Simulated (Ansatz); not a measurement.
`C[SiH2][B]([AlH2])[SiH3]` + `N=C[SiH3]` → `[AlH2]/[N]=C\[SiH3]` + `C[SiH2]B[SiH3]`  (cleavage of the Al–B bond)

Computed with Ansatz on PBE0-D4/def2-TZVP structures; ΔE is electronic, products minus reactants. CCSD(T)/CBS is the MP2 limit (def2-TZVPP, def2-QZVPP) plus CCSD(T) − MP2 in def2-TZVPP, frozen cores. Functionals use def2-TZVPP. One conformer a species, not always the lowest.

| level | ΔE (eV) |
| --- | --- |
| r2SCAN-D4 | -0.89 |
| HF/def2-QZVPP | -0.99 |

(1) What does CCSD(T)/CBS give? (An estimate is asked.)

Largest T1 diagnostic among the species: 0.015.

Results:

(1) Computed: -0.84 eV. The listed levels differ from it by -0.05, -0.15 eV.

In def2-TZVPP, CCSD(T) changes the Hartree–Fock value by +0.15 eV (the triples alone add +0.02 eV) and MP2 by +0.07 eV. The D4 term adds +0.04 eV with B3LYP and +0.02 eV with PBE0; it sums over pairs of atoms, weighted by their polarisabilities, and B3LYP, whose exchange is more repulsive, gets the larger term.

B3LYP here is the variant with VWN-RPA as its local correlation; programs differ in this.
